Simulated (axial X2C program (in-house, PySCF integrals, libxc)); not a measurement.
**How long does InSi⁻ take?**

A bond scan computed with an in-house relativistic program for diatomic molecules. Basis: In dyall-acv3z [12s13p10d5f1g], Si dyall-av3z [9s8p3d2f] (cores contracted in-house).

Input file and command:
```json
{"zs": [49, 14], "q": -1, "bas": ["dyall-acv3z", "dyall-av3z"], "levels": ["PBE0", "HF", "PBE"], "cc": true, "r0": 2.58, "thr": -1.0, "nmax": 90, "npts": 10, "nst": 2, "ntry": 6}
```
```bash
python so2c.py task.json out
```

Keys: zs atomic numbers; q charge; bas basis sets; levels methods; cc coupled cluster on or off; r0 starting distance in Å; thr threshold in hartree for freezing inner shells (an s shell follows its p shell); nmax most natural virtual spinors; npts points on the curve; nst determinants followed; ntry starts of the search. HF also brings MP2.

Hardware: 1 thread of Arm Neoverse V1 (shared host).

Wall time of one point of each curve, integrals apart:

```csv
Hamiltonian,level,points,seconds a point
spin-free,PBE0,10,0.82
spin-free,HF,10,0.56
spin-free,"CCSD(T) (8 electrons, 89 virtuals)",7,4.2
spin-free,PBE,10,0.43
2c,PBE0,10,1.5
2c,HF,10,1.6
2c,"CCSD(T) (8 electrons, 90 virtuals)",7,7
2c,PBE,10,0.49
```

The rest:

Search with its distance optimisation 30 s, atoms 26 s, whole task 200 s. Coupled cluster runs on the points near the minimum only. The program drops outer points, and coupled cluster, when its time limit (not in the input) nears; MP2, further determinants and curves that did not converge are not in the table.
